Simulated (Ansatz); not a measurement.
`C[SiH](F)S` → `[SH]`• + `C[SiH]F`•  (homolysis of the S–Si bond)

Isolated molecules relaxed with PBE0-D4/def2-TZVP in Ansatz; ΔE leaves out vibrations. CBS: MP2 limit from def2 TZ/QZ plus the TZ coupled-cluster correction, frozen cores. This one scheme is used for every species. Functionals use def2-TZVPP. B3LYP here is the variant with VWN-RPA as its local correlation; programs differ in this. Open shells (•) are unrestricted, without spin–orbit coupling. Each species was taken in one conformer, which may not be the lowest.

```
             level  ΔE (kJ/mol)  difference from CCSD(T)/CBS
         revPBE-D4        390.1                        -22.8
         r2SCAN-D4        394.5                        -18.4
           ωB97X-V        410.6                         -2.3
            B2PLYP        390.9                        -22.0
               PBE        393.0                        -19.9
             B3LYP        376.7                        -36.2
           r2SCANh        391.2                        -21.7
         CAM-B3LYP        384.9                        -28.0
           LC-ωPBE        389.4                        -23.5
RPA@PBE/def2-TZVPP        372.4                        -40.5
       HF/def2-SVP        291.7                       -121.2
     CCSD/def2-SVP        369.2                        -43.7
   CCSD/def2-TZVPP        387.9                        -25.0
    MP2/def2-QZVPP        421.8                          8.9
      HF/CBS(def2)        291.9                       -121.0
    CCSD/CBS(def2)        402.8                        -10.1
       CCSD(T)/CBS        412.9                            0
```

Largest T1 diagnostic among the species: 0.013.

In def2-TZVPP, CCSD(T) changes the Hartree–Fock value by +104.5 kJ/mol (the triples alone add +10.1 kJ/mol) and MP2 by +120.3 kJ/mol; breaking electron pairs costs correlation energy, which Hartree–Fock lacks. Leaving LDA and LC-ωPBE aside and taking each functional with its dispersion term where it has one, the values, not all of them listed here, spread over 33.7 kJ/mol, from BLYP-D4 to ωB97M-V. LDA lies +62.0 kJ/mol from PBE without D4, its usual overbinding.
